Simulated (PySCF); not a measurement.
A side-by-side comparison of computed properties.

First species: C₃H₁₁FO₂Si₂.
SMILES: `O([Si@@H](OC)CF)[SiH2]C`

Second species: C₇H₁₀Cl₂Si.
Z-matrix (Å and degrees, GFN2-xTB geometry), rows numbered from 1:
```
C 
C   1  1.3205
C   2  1.4917  1  124.47
Si  3  1.9138  2  111.61  1  -107.17
Cl  4  2.0224  3  109.82  2    60.17
C   4  1.8710  3  109.73  2   -57.09
C   6  1.3402  4  135.41  3   -37.44
Cl  7  1.7035  6  133.63  4    -0.82
C   7  1.4968  6   96.43  4   179.43
C   6  1.5208  4  133.08  3   141.77
H   1  1.0781  2  121.59  3    -1.10
H   1  1.0765  2  122.11  3   179.09
H   2  1.0824  1  120.31  3  -178.53
H   3  1.0903  2  109.47  1   132.83
H   3  1.0906  2  109.82  1    14.84
H   4  1.4659  3  110.61  2   179.87
H   9  1.0884  7  115.22  6   115.51
H   9  1.0883  7  115.31  6  -115.60
H  10  1.0871  6  114.45  4   -63.23
H  10  1.0871  6  114.44  4    64.42
```

Levels: PBE0/pcSseg-1 for dipole moment, HOMO energy, LUMO energy and HOMO–LUMO gap; GFN2-xTB for rotational constant A and rotational constant C. Geometries: GFN2-xTB. All species are isolated and taken at one optimised geometry, non-relativistic unless stated. Electronic properties by PySCF.

The conformers computed, where there is a choice (atom-mapped SMILES and torsion angles):
- `[CH3:1][O:2][Si@@H:3]([CH2:4][F:5])[O:6][SiH2:7][CH3:8]`: C1–O2–Si3–C4 -171°, O2–Si3–C4–F5 179°, O2–Si3–O6–Si7 -142°, Si3–O6–Si7–C8 35°
- `[CH2:1]=[CH:2][CH2:3][Si@H:4]([Cl:5])[C:6]1=[C:7]([Cl:8])[CH2:9][CH2:10]1`: C1–C2–C3–Si4 -107°, C2–C3–Si4–Cl5 60°, C3–Si4–C6–C7 -37°

Values for the first species:

- Dipole moment: 1.69 D
- HOMO energy: -7.99 eV
- LUMO energy: 0.78 eV
- HOMO–LUMO gap: 8.77 eV
- Rotational constant A: 1.598 GHz
- Rotational constant C: 0.676 GHz

Problem. Estimate the same properties for the second species, and the change in each.

Solution. 
| property | first | second | second less first |
| --- | --- | --- | --- |
| dipole moment | 1.69 D | 1.31 D | -0.38 D |
| HOMO energy | -7.99 eV | -7.17 eV | +0.82 eV |
| LUMO energy | 0.78 eV | -0.70 eV | -1.48 eV |
| HOMO–LUMO gap | 8.77 eV | 6.47 eV | -2.30 eV |
| rotational constant A | 1.598 GHz | 1.044 GHz | -0.554 GHz |
| rotational constant C | 0.676 GHz | 0.452 GHz | -0.224 GHz |

On the first: In atomic units the dipole is 0.66 e·bohr (1 au = 2.5417 D).

On the second: The dipole matches unit charges of opposite sign 0.27 Å apart (1 e·Å = 4.8032 D). A dipole of 1.31 D is allowed in C1, and pure rotational transitions are dipole-allowed.
